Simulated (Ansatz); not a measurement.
CH₆BrSi₂ (`C[Si]([SiH3])Br`) radical. Charge 0, multiplicity 2.

```xyz
10

C    -1.545   -0.182   -0.871
Si    0.285    0.219   -0.880
Si    1.252    0.491    1.230
Br    1.368   -1.438   -1.928
H    -2.096    0.611   -0.360
H    -1.726   -1.127   -0.352
H    -1.925   -0.270   -1.891
H     2.697    0.792    1.061
H     1.100   -0.728    2.073
H     0.589    1.633    1.917
```

Task: What are the harmonic wavenumbers in cm⁻¹ at PBE0-D4/def2-TZVP (Ansatz, finite differences of forces, unscaled)? (An estimate is asked.)

Result: The calculation gave: 92, 100, 141, 150, 170, 351, 458, 499, 510, 708, 763, 793, 866, 930, 933, 1260, 1434, 1441, 2201, 2217, 2239, 3044, 3130, 3143.

Task: Is this a minimum?

Result: Yes, all 24 modes are real.

Task: Give the ideal-gas thermochemistry at 298.15 K and 1 bar (rigid rotor, harmonic oscillator; point group C1, symmetry number 1).

Result: Zero-point energy 164.9 kJ/mol; H(298) − E = 187.8 kJ/mol; entropy 377.8 J/(mol·K), of which translation 171.7, rotation 119.2, vibration 81.2, electronic 5.8; G(298) − E = 75.1 kJ/mol. Modes under 100 cm⁻¹ are hindered rotations or soft bends, so the harmonic entropy is rough.

Task: And at 400, 500, 600, 800 and 1000 K?

Result: 
| T (K) | H − E (kJ/mol) | S (J/mol/K) | G − E (kJ/mol) |
| --- | --- | --- | --- |
| 400 | 200.2 | 413.6 | 34.8 |
| 500 | 214.0 | 444.3 | -8.1 |
| 600 | 229.0 | 471.6 | -54.0 |
| 800 | 262.0 | 519.0 | -153.2 |
| 1000 | 298.1 | 559.2 | -261.1 |

Task: Rotational constants (cm⁻¹)?

Result: 0.1165, 0.04792, 0.0359.
